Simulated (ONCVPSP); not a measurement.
## nitrogen: excitation energies, all-electron against ONCV

```json
{"Element": "N (Z = 7)", "Generator": "ONCVPSP 4.0.1", "Type": "optimised norm-conserving Vanderbilt (ONCV)", "Functional": "PBE", "Relativity": "non-relativistic", "Frozen core": "[He]", "Valence charge": "5", "Reference configuration": "2s2 2p1.5 (charge +1.5)", "Partial waves": "2s: rc 0.85 bohr, ncon 4, nbas 8, qcut 7.8 1/bohr, 2 projectors, debl 3.3 Ha; 2p: rc 2.05 bohr, ncon 4, nbas 8, qcut 7.8 1/bohr, 3 projectors, debl 0.8 Ha", "Local potential": "polynomial inside 0.75 bohr (lpopt 5, dvloc0 1 Ha)", "Core correction": "Teter function, fcfact 3.5, rcfact 1.25"}
```

In the p channel the program set the typed energies aside and used -1.056, 0.250, 1.050 Ha.

Energies are relative to the spin-unpolarised reference configuration 2s2 2p1.5; without spin polarisation the order of configurations can differ from experiment.

| valence configuration | charge | ΔE all-electron (eV) | error AE − PS (meV) |
| --- | --- | --- | --- |
| 2s2 2p3 | 0 | -25.923 | +175 |
| 2s2 2p2 | +1 | -12.326 | +35 |
| 2s1 2p4 | 0 | -14.445 | +346 |

Question: What are ΔE and the potential's error for 2s2 2p1?

Answer: ΔE = 16.533 eV all-electron; the error (AE − PS) is +56 meV.

Levels in the configuration 2s2 2p3:

```
level  all-electron (eV)  pseudo (eV)
   2s            -18.558      -18.506
   2p             -7.095       -7.213
```

Note: ghosts flagged at negative energy: p at -5349.4 eV; no localised positive-energy state flagged. A true bound ghost makes a file unfit for plane-wave use.
